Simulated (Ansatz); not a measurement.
`CO[SiH2]BO` + `C=C(N)S` → `C=C(N)SBO` + `CO[SiH3]`  (cleavage of the B–Si bond)

Gas-phase electronic energies from Ansatz, PBE0-D4/def2-TZVP geometries. CCSD(T)/CBS is the MP2 limit (def2-TZVPP, def2-QZVPP) plus CCSD(T) − MP2 in def2-TZVPP, frozen cores. Functionals use def2-TZVPP. B3LYP here is the variant with VWN-RPA as its local correlation; programs differ in this. Each species was taken in one conformer, which may not be the lowest.

(1) Is it downhill or uphill in electronic energy at CCSD(T)/CBS, and by how much? (An estimate is asked.)

(2) What do these levels give: PBE0-D4, r2SCAN, B3LYP, HF/def2-TZVPP, MP2/def2-QZVPP, SCS-MP2/def2-QZVPP? (An estimate is asked.)

Largest T1 diagnostic among the species: 0.013.

Results:

(1) The calculation gave: Downhill: ΔE = -26.7 kcal/mol.

(2) Computed: PBE0-D4 -26.1, r2SCAN -26.8, B3LYP -25.3, HF/def2-TZVPP -26.1, MP2/def2-QZVPP -28.9, SCS-MP2/def2-QZVPP -27.8 kcal/mol.

In def2-TZVPP, CCSD(T) changes the Hartree–Fock value by −1.0 kcal/mol (the triples alone add −0.7 kcal/mol) and MP2 by −3.1 kcal/mol. The D4 term adds −1.1 kcal/mol with B3LYP and −0.6 kcal/mol with PBE0; it sums over pairs of atoms, weighted by their polarisabilities, and B3LYP, whose exchange is more repulsive, gets the larger term.
